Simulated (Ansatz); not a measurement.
Ba₄Te₃⁺ (the lowest doublet isomer of a short search). Total charge 1; doublet. Geometry PBE0-D4/def2-SVP, basis def2-TZVP, Ansatz.

Cartesian coordinates in Å:
```
Ba 0.541 -2.777 -0.974
Ba -1.881 1.078 -2.063
Ba -0.754 0.165 2.261
Ba 2.555 1.432 -0.610
Te -0.291 2.750 0.217
Te -2.326 -1.503 -0.150
Te 2.156 -1.145 1.319
```

```json
{"run": "A", "HOMO (eV)": "-5.94", "LUMO (eV)": "-4.87"}
{"run": "B", "HOMO (eV)": "-6.73", "LUMO (eV)": "-4.08"}
{"run": "C", "HOMO (eV)": "-5.89", "LUMO (eV)": "-5.20"}
{"run": "D", "HOMO (eV)": "-6.40", "LUMO (eV)": "-4.60"}
```

In the def2 sets Ba, Te take a core potential; there is no spin–orbit coupling. The structure comes from a short search, and lower isomers may exist.

HOMO and LUMO are taken over both spins.

Task: The runs used BHLYP, PBE, PBE0, r2SCAN. Estimate which is which.

Result: A r2SCAN (0 % exact exchange); B BHLYP (50 % exact exchange); C PBE (0 % exact exchange); D PBE0 (25 % exact exchange). Exact exchange lowers occupied and raises empty levels; among semilocal functionals meta-GGAs tend to open the gap a little, and such runs are hard to tell apart. The gap grows from 0.69 eV (PBE) to 2.65 eV (BHLYP).
